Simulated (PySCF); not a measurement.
## Ionisation energy of Cd by level of theory

Cd [Kr] 4d10 5s2 (1S) → Cd⁺ [Kr] 4d10 5s1 (2S), as a difference of total energies. All numbers are calculated (PySCF 2.14, scalar relativity through the core potential, in aug-cc-pwCVDZ-PP with ECP28MDF). Correlated levels: valence: 4s2 4p6 frozen. The calculations carry no spin-orbit coupling.

```
           method  ionisation energy (eV)  error (eV)
              UHF                   7.333      -1.661
    MP2 (valence)                   8.798      -0.196
SCS-MP2 (valence)                   8.774      -0.220
   CCSD (valence)                   8.670      -0.324
CCSD(T) (valence)                   8.778      -0.216
```

Reference: 8.994 eV (measured; NIST Atomic Spectra Database, ionization energies).

Errors of the correlated levels include the incompleteness of this basis and the frozen core.
